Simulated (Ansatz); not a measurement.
Ansatz (an electronic-structure program) input (CCSD(T)/def2-SV(P)): A basis named .json is the Basis Set Exchange file of that set (core-valence sets with the plain set on hydrogen).

Ansatz 0.2 input:
```yaml
crystal:
  periodic: [false, false, false]
  atoms:
    - {symbol: Br, position_ang: [-0.00000000, -0.00000000, -0.03957855]}
    - {symbol: H, position_ang: [0.00000000, 0.00000000, 1.38524928]}
basis:
  gaussian:
    orbitals: def2-SV_P_.json
magnetization: {spin_polarized: false}
correlation: {method: ccsd_t, electrons: outside_noble_gas}
```

Output:

```
Functional definition: HF
integrals: 0.01 GiB planned
338 factors; integrals over basis functions are off by at most 5.3e-4 eV
mean field: 0.07 GiB planned
mean field evaluation 1: about -70005.6225 eV, gradient 9.4e0 eV
mean field evaluation 2: about -70005.6719 eV, gradient 9.9e0 eV
mean field evaluation 4: about -70006.1021 eV, gradient 1.0e0 eV
mean field evaluation 8: about -70006.1124 eV, gradient 8.5e-6 eV
mean field evaluation 16: about -70006.0148 eV, gradient 9.8e-1 eV
mean field -70006.11238667 eV, -2572.6771783628 hartree, gradient 2.5e-6 eV, S^2 0.000000; 0 other end points of the search recorded, 0 dependent functions left out
14 core orbitals not correlated
reference -70006.11238667 eV, -2572.6771783628 hartree; 4, 4 occupied and 16, 16 virtual orbitals, 338 factors
second order -3.35353682 eV of doubles, -0.00000000 eV of singles
coupled cluster: 0.04 GiB planned
cycle   1  -3.68934130 eV  change   -3.4e-1 eV  update   3.7e-2
cycle   2  -3.78307208 eV  change   -9.4e-2 eV  update   1.2e-2
cycle   3  -3.78854354 eV  change   -5.5e-3 eV  update   2.2e-3
cycle   4  -3.78853612 eV  change    7.4e-6 eV  update   3.4e-4
cycle   5  -3.78847200 eV  change    6.4e-5 eV  update   7.4e-5
cycle   6  -3.78847539 eV  change   -3.4e-6 eV  update   1.9e-5
cycle   7  -3.78847591 eV  change   -5.1e-7 eV  update   4.7e-6
perturbative correction -0.05902781 eV, -0.0021692320 hartree
Total energy: -70009.95989039 eV, -2572.8185715165 hartree
```
